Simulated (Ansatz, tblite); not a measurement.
Spin states of Pt₂H₂ (the lowest singlet isomer of a short search), each relaxed with PBE0-D4/def2-TZVP in Ansatz. Electronic energies in the gas phase.

In the def2 sets Pt takes a core potential; there is no spin–orbit coupling. The xTB rows come from tblite. Correlated methods freeze no core orbitals; core or outer-core shells of Pt are correlated, in sets that lack core-valence functions. HOMO above LUMO, or a gap near zero within one spin, warns that the state may not be the lowest or that an electron is smeared out. The structure comes from a short search, and lower isomers may exist.

Singlet geometry (C2 within 0.1 Å):

```xyz
4

Pt   -0.2306   -0.1736   -1.2547
Pt   -0.1227    0.8477    0.9614
H     1.3740    0.6763    1.0331
H    -1.0207   -1.3504   -0.7397
```

Triplet geometry (C2h within 0.1 Å):

Cartesian coordinates in Å:
```
Pt -0.318 -0.935 0.701
Pt 0.317 0.935 -0.702
H 0.238 2.138 0.249
H -0.238 -2.138 -0.249
```

Quintet geometry:

```xyz
4

Pt    0.736   -0.266   -0.332
Pt   -1.613    0.301    0.128
H    -0.169    1.208   -0.671
H     1.045   -1.243    0.876
```

⟨S²⟩: triplet 2.02 at PBE0-D4/def2-TZVP (pure 2.00), quintet 6.02 at PBE0-D4/def2-TZVP (pure 6.00).

Run but left out: HF/def2-TZVP, HF/def2-TZVPP, MP2/def2-TZVP, MP2/def2-TZVPP, CCSD/def2-TZVPP, CCSD(T)/def2-TZVPP (singlet: restricted singlet, unstable towards broken spin symmetry); BHLYP-D4/def2-TZVP (singlet: restricted singlet, unstable in another Hartree–Fock run and untested here).

Only these spin states were relaxed. The quintet has other bonds than the singlet, so the gap mixes isomer and spin.

```
                 level  triplet − singlet (kJ/mol)  quintet − singlet (kJ/mol)  lowest of these                                  remarks
              GFN1-xTB                        38.3                       320.8          singlet                                        –
              GFN2-xTB                        56.6                       337.1          singlet                                        –
 LDA (SPW92)/def2-TZVP                        30.8                       258.2          singlet  gap within one spin near zero (quintet)
      PBE-D4/def2-TZVP                        27.0                       248.1          singlet                                        –
     BLYP-D4/def2-TZVP                        25.6                       251.1          singlet                                        –
   r2SCAN-D4/def2-TZVP                        16.2                       229.1          singlet                                        –
      B97M-V/def2-TZVP                        27.3                       239.2          singlet                                        –
     PBE0-D4/def2-TZVP                        37.4                       252.5          singlet                                        –
CAM-B3LYP-D4/def2-TZVP                        39.3                       250.0          singlet                                        –
     RPA@PBE/def2-TZVP                        29.9                       220.0          singlet                                        –
```

Change of the quintet − singlet gap on mixing in exact exchange, in kJ/mol: PBE to PBE0 (25 % exact exchange) 4.5.

The xTB methods have no term that favours high spin, so they put low spin too low.
